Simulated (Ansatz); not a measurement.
The first iterations of a band of CH4AlFS (8 atoms, charge 0, multiplicity 1).

All numbers below come from RKS PBE-D4/cc-pVDZ in Ansatz.

| Item | Value |
| --- | --- |
| movable images | 7 |
| climbing image | yes |
| spring | 5.0 eV/Å² |
| optimiser | quadratic models (default) |
| start path | through a guess of the saddle point |
| force threshold | 0.05 eV/Å |
| iteration limit | 60 |
| end points | relaxed |

Image 0:

```xyz
8
Properties=species:S:1:pos:R:3
C -0.151 1.375 -0.184
Al 0.323 -0.498 0.102
F 1.938 -0.952 0.435
S -1.135 -2.159 0.024
H -1.240 1.493 -0.359
H 0.132 1.989 0.696
H 0.391 1.784 -1.062
H -0.167 -3.088 0.294
```

Image 8:

```xyz
8
Properties=species:S:1:pos:R:3
C -0.134 1.371 -0.220
Al 0.246 -0.485 0.253
F 1.423 -0.868 1.433
S -0.775 -2.215 -0.670
H -0.422 1.954 0.680
H 0.767 1.854 -0.652
H -0.956 1.439 -0.960
H -0.056 -3.106 0.079
```

| iteration | highest image above the first end (eV) | largest band force component (eV/Å) |
| --- | --- | --- |
| 1 | 6.369 | 32.009 |
| 2 | 0.929 | 7.167 |
| 3 | 0.356 | 3.606 |
| 4 | 0.237 | 1.099 |
| 5 | 0.237 | 0.319 |
| 6 | 0.235 | 0.088 |
| 7 | 0.234 | 0.089 |

**Question.** Does the band converge within its limit, and where does its top end?

**Answer.** The run converged. It ended after 21 iterations with the highest image 0.009 eV above the first end. A vibrational analysis at the climbing image gives one clearly imaginary mode, 54i cm⁻¹: a first-order saddle point.

The run took 6 min on 1 thread of Arm Neoverse V1, with other jobs on the host, peak memory 0.15 GiB.
